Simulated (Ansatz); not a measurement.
Hg(OH)2 (HgO₂H₂), 5 atoms. Hardware: 4 threads of Arm Neoverse V2 on a shared host.

In the def2 sets Hg takes a core potential; there is no spin–orbit coupling. Correlated methods freeze 2 core orbitals; core or outer-core shells of Hg are correlated, in sets that lack core-valence functions.

How many basis functions does each of these Ansatz runs have, and roughly what does it cost? B97M-V/def2-TZVP, charge 0 singlet, energy, from earlier orbitals; PBE-D4/def2-TZVP, charge 0 triplet at the geometry of the charge 0 singlet, energy, from earlier orbitals; r2SCAN-D4/def2-TZVP, charge 0 singlet, relaxation, 15 steps; CCSD(T)/def2-TZVPP, charge 0 singlet, energy, from earlier orbitals; CCSD(T)/def2-TZVPP, charge 1 doublet at the geometry of the charge 0 singlet, energy, from earlier orbitals; r2SCAN-D4/def2-TZVP, charge 0 singlet, energy and forces, from earlier orbitals; PBE-D4/def2-TZVP, charge 0 singlet, energy, from earlier orbitals; PBE0-D4/def2-TZVP, charge 1 doublet at the geometry of the charge 0 singlet, energy; MP2/def2-TZVP, charge 0 singlet, energy, from earlier orbitals; PBE-D4/def2-SVP, charge 0 singlet, energy, from earlier orbitals; BLYP-D4/def2-TZVP, charge 0 singlet, energy, from earlier orbitals; PBE0-D4/def2-TZVP, charge 0 triplet at the geometry of the charge 0 singlet, energy.

Other jobs shared the machine, so times can vary by a factor of up to 3. A dash marks memory too small to be measured apart from the calling script's.

| run | functions | fitting or Cholesky vectors | wall time | peak host memory (GiB) |
| --- | --- | --- | --- | --- |
| PBE-D4/def2-SVP, charge 0 singlet, energy, from earlier orbitals | 70 | 715 | 0.4 s | – |
| MP2/def2-TZVP, charge 0 singlet, energy, from earlier orbitals | 117 | 877 | 0.45 s | – |
| BLYP-D4/def2-TZVP, charge 0 singlet, energy, from earlier orbitals | 117 | 780 | 0.6 s | – |
| PBE-D4/def2-TZVP, charge 0 singlet, energy, from earlier orbitals | 117 | 780 | 0.6 s | – |
| PBE-D4/def2-TZVP, charge 0 triplet at the geometry of the charge 0 singlet, energy, from earlier orbitals | 117 | 780 | 1.1 s | – |
| r2SCAN-D4/def2-TZVP, charge 0 singlet, energy and forces, from earlier orbitals | 117 | 780 | 1.4 s | – |
| B97M-V/def2-TZVP, charge 0 singlet, energy, from earlier orbitals | 117 | 780 | 2.2 s | – |
| PBE0-D4/def2-TZVP, charge 0 triplet at the geometry of the charge 0 singlet, energy | 117 | 834 | 2.9 s | – |
| PBE0-D4/def2-TZVP, charge 1 doublet at the geometry of the charge 0 singlet, energy | 117 | 834 | 6 s | – |
| r2SCAN-D4/def2-TZVP, charge 0 singlet, relaxation, 15 steps | 117 | 780 | 13 s | – |
| CCSD(T)/def2-TZVPP, charge 0 singlet, energy, from earlier orbitals | 149 | 978 | 23 s | 1.3 |
| CCSD(T)/def2-TZVPP, charge 1 doublet at the geometry of the charge 0 singlet, energy, from earlier orbitals | 149 | 978 | 2.4 min | 3.3 |
